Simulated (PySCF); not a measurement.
C₅H₉FN₂.
Atom-mapped SMILES: `[CH3:1][CH2:2][N:3]1[CH2:4][C@H:5]([F:6])[CH:7]=[N:8]1`

Cartesian coordinates in Å at the GFN2-xTB level; atoms count from 1:
```
atom  x, y, z in Å
C1     2.0511    0.8343   -0.1708
C2     1.4304   -0.1534    0.8190
N3     0.0106   -0.3238    0.6602
C4    -0.5658   -0.9825   -0.5152
C5    -1.9852   -0.4057   -0.5756
F6    -2.2407    0.1922   -1.8014
C7    -1.9275    0.6092    0.5427
N8    -0.7999    0.6229    1.1351
H9     3.1020    0.9781    0.0643
H10    1.5412    1.7926   -0.1054
H11    1.9765    0.4679   -1.1921
H12    1.5831    0.2093    1.8376
H13    1.8979   -1.1370    0.7179
H14   -0.5523   -2.0649   -0.3736
H15   -0.0191   -0.7295   -1.4289
H16   -2.7762   -1.1531   -0.4471
H17   -2.7331    1.2556    0.8233
```

NICS = −σ at a ghost point: NICS(0) at the centroid of the ring atoms, NICS(1) 1 Å to either side along the normal of their mean plane, zz for the tensor component along that normal. Level: GIAO PBE0/pcSseg-1 (PySCF, non-relativistic, gas phase) on the GFN2-xTB geometry, one conformer.

Ring bond lengths (Å), with Mayer bond orders in brackets: N3–C4 1.466 (0.87), C4–C5 1.533 (1.01), C5–C7 1.511 (0.98), C7–N8 1.274 (1.76), N8–N3 1.334 (1.13).

Q: What do the NICS probes read (ppm)?

A: 
```json
{"ring": "N3–C4–C5–C7–N8", "type": "5-membered ring with 2 N; formal bonds 1 double, 4 single", "NICS(0)": "-3.7", "NICS(1), two faces": "-3.4 / -4.3", "NICS(1)zz, two faces": "-3.2 / -7.9", "rms pucker (Å)": "0.03", "centre to ring atoms, mean (Å)": "1.21"}
```

Q: What do they say, and how far can they be read as aromaticity?

A: 
- N3–C4–C5–C7–N8: mean NICS(1)zz -5.5 ppm, shielded. C4, C5 have four or more neighbours, and the NICS criterion for π rings isn't applied. The two faces differ by 4.7 ppm, so no symmetry operation interchanges them.
